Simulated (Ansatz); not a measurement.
System: H$_{2}$GeOBr, charge 0, doublet. H2GeOBr (SMILES [O][GeH2][Br], doublet).
B3LYP-D3(BJ)/def2-TZVP minimum from Ansatz (a program for electronic structure):
```
Ge
O 1 1.7912
H 1 1.5333 2 106.22
H 1 1.5333 3 116.19 2 -117.86
Br 1 2.3200 3 108.44 4 -122.38
```
Charge 0, spin multiplicity 2.

Atomisation energy term by term, kcal/mol (programs: Ansatz). UHF or UKS for unpaired electrons; spin-orbit terms are left out. Cores are frozen in correlated methods (noble-gas shells, and filled d and f shells in the p block). No relativity. CBS(X,Y): correlation extrapolated as X^-3, Hartree-Fock from the larger set. A bracket is a step between two methods taken in the basis named. Where a partner has so few electrons that a lower coupled-cluster level is exact, that level stands in. Spin-orbit terms, left out, reach several kcal/mol for Br and I, and more for heavier atoms.

| term | basis | kcal/mol |
|---|---|---|
| Hartree-Fock | cc-pVQZ | 203.38 |
| CCSD correlation | CBS(cc-pVTZ,cc-pVQZ) | 87.59 |
| (T) | CBS(cc-pVTZ,cc-pVQZ) | 6.35 |
| CCSDT(Q) - CCSD(T) | cc-pVDZ | 0.73 |
| sum: De |  | 298.0 |
